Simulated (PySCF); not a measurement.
## Calculated data, C2H7NSi, CH6NOSi

Computed with PySCF 2.14.0. Calculation on a computer-drawn molecule: the log of a Hartree-Fock and frozen-core CCSD(T) single point meant for a local Hartree-Fock minimum, with one planted fault or none, to be diagnosed. Offsets are logged minus clean, where the clean run is the same molecule without the fault. The reference is restricted for singlets and unrestricted otherwise, and also for a bond in bohr or an excited solution. Adding or removing an electron swaps singlet and doublet. The excited solution moves the top pair (singlet) or top alpha electron (doublet) to the lowest empty orbital. Highest occupied and lowest empty are orbital energies over both spins, largest force is the largest gradient component, triples share is (T) over the correlation energy, the T1 limit is 0.02 restricted and 0.045 unrestricted, electrons count all cores, a negative frequency is imaginary (commonest isotopes), and the dipole is about the centre of nuclear charge.

Common to all runs: meant charge 0; meant basis cc-pV(D+d)Z; logged SCF converged yes; logged CC converged yes; logged SCF stable within its kind yes; possible faults no fault, one electron removed, one electron added, multiplicity raised by two, geometry at a saddle point, SCF held on an excited solution, minimal basis STO-3G, one bond length entered in bohr, all coordinates scaled.

(1) C2H7NSi

Logged structure:
```xyz
11
C2H7NSi
C     -0.3906    -0.1604    -0.6094
C     -1.8361     0.2958    -0.3796
Si    -2.3161     0.5870     1.4592
N     -3.9414     1.0499     1.2307
H      0.3245     0.5750    -0.2301
H     -0.1746    -0.3110    -1.6701
H     -0.1838    -1.1034    -0.0955
H     -2.0275     1.2283    -0.9290
H     -2.5344    -0.4421    -0.7987
H     -4.4265     1.1226     0.3546
H     -4.5354     1.2894     2.0015
```

| Quantity | Value |
| --- | --- |
| meant multiplicity | 1 |
| logged electrons | 40 |
| logged basis functions | 100 |
| logged spin squared | 0 |
| logged highest occupied | -8.2107 eV |
| logged lowest empty | 2.2864 eV |
| logged largest force | 3.976e-05 hartree/bohr |
| logged lowest frequency | 42.013 cm⁻¹ |
| logged T1 diagnostic | 0.013115 |
| logged D1 diagnostic | 0.047753 |
| logged triples share | 0.028818 |
| logged dipole magnitude | 2.1299 debye |
| logged energy HF | -423.19714 hartree |
| logged energy CCSD(T) | -423.81694 hartree |
| planted fault | no fault |
| HF energy offset from clean run | 0 kcal/mol |
| CCSD(T) energy offset from clean run | 0 kcal/mol |

Drawn bonds:
| atom | other atom | order |
| --- | --- | --- |
| 1 | 2 | 1 |
| 2 | 3 | 1 |
| 3 | 4 | 1 |
| 1 | 5 | 1 |
| 1 | 6 | 1 |
| 1 | 7 | 1 |
| 2 | 8 | 1 |
| 2 | 9 | 1 |
| 4 | 10 | 1 |
| 4 | 11 | 1 |

(2) CH6NOSi

Logged structure:
```xyz
10
CH6NOSi
C     -1.2537    -1.2537    -1.7552
O     -0.8979    -0.8373    -0.4608
Si     0.4624    -0.0114    -0.0406
N      0.5433     1.4681    -0.9215
H     -2.2826    -1.6109    -1.7288
H     -0.6098    -2.0705    -2.0929
H     -1.1815    -0.4320    -2.4709
H      1.6963    -0.7616    -0.4082
H     -0.1566     2.1722    -0.7746
H      1.4408     1.8981    -1.0524
```

| Item | Value |
| --- | --- |
| meant multiplicity | 2 |
| logged electrons | 41 |
| logged basis functions | 30 |
| logged spin squared | 0.7529 |
| logged highest occupied | -5.853 eV |
| logged lowest empty | 6.1736 eV |
| logged largest force | 0.035571 hartree/bohr |
| logged T1 diagnostic | 0.014187 |
| logged D1 diagnostic | 0.081191 |
| logged triples share | 0.016553 |
| logged dipole magnitude | 1.623 debye |
| logged energy HF | -454.05408 hartree |
| logged energy CCSD(T) | -454.26251 hartree |
| planted fault | minimal basis STO-3G |
| HF energy offset from clean run | 3501 kcal/mol |
| CCSD(T) energy offset from clean run | 3770 kcal/mol |

Drawn bonds:
| atom | other atom | order |
| --- | --- | --- |
| 1 | 2 | 1 |
| 2 | 3 | 1 |
| 3 | 4 | 1 |
| 1 | 5 | 1 |
| 1 | 6 | 1 |
| 1 | 7 | 1 |
| 3 | 8 | 1 |
| 4 | 9 | 1 |
| 4 | 10 | 1 |
